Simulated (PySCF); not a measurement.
C2H7BOS2 (SMILES CSB(O)SC), singlet, at a GFN2-xTB geometry. Base run: DF-PBE/pcseg-0 run with PySCF.

Here is a job for PySCF.
```python
from pyscf import gto, scf, dft

mol = gto.Mole()
mol.atom = '''
    B    -0.027309    0.073490    0.602910
    O     0.413095   -0.080835    1.861143
    H    -0.100456    0.303036    2.571647
    S     0.959936   -0.660238   -0.727500
    C     2.317437   -1.412350    0.223720
    H     2.835406   -0.638146    0.779667
    H     2.981164   -1.875898   -0.498051
    H     1.909530   -2.154600    0.901607
    S    -1.557865    0.985295    0.239906
    C    -1.671854    0.884661   -1.575123
    H    -0.796570    1.351148   -2.015319
    H    -2.573355    1.416036   -1.860229
    H    -1.730576   -0.157113   -1.873084
'''
mol.basis = 'pcseg-0'
mol.charge = 0
mol.spin = 0
mol.verbose = 4
mol.max_memory = 1800
mol.build()

mf = dft.RKS(mol)
mf.xc = 'pbe'
mf = mf.density_fit(auxbasis='def2-universal-jkfit')
mf.kernel()
```

All variants below ran on the same shared machine, one core each. Differences are taken from the largest basis of the pcseg family in the series, which isn't the basis-set limit (pcseg-2: -976.534822 Eh). The cheapest run took about 14 core-seconds (a rough figure).

```json
[
 {"setting": "pcseg-0", "basis functions": "76", "cost, times the cheapest (rough)": "1", "difference in total energy (mEh)": "1566.36"},
 {"setting": "pcseg-1", "basis functions": "127", "cost, times the cheapest (rough)": "2", "difference in total energy (mEh)": "184.32"},
 {"setting": "pcseg-2", "basis functions": "286", "cost, times the cheapest (rough)": "7", "difference in total energy (mEh)": "reference"}
]
```

Times come from a shared machine, hold the start-up and are rough. Total energies converge more slowly with the basis than energy differences do.
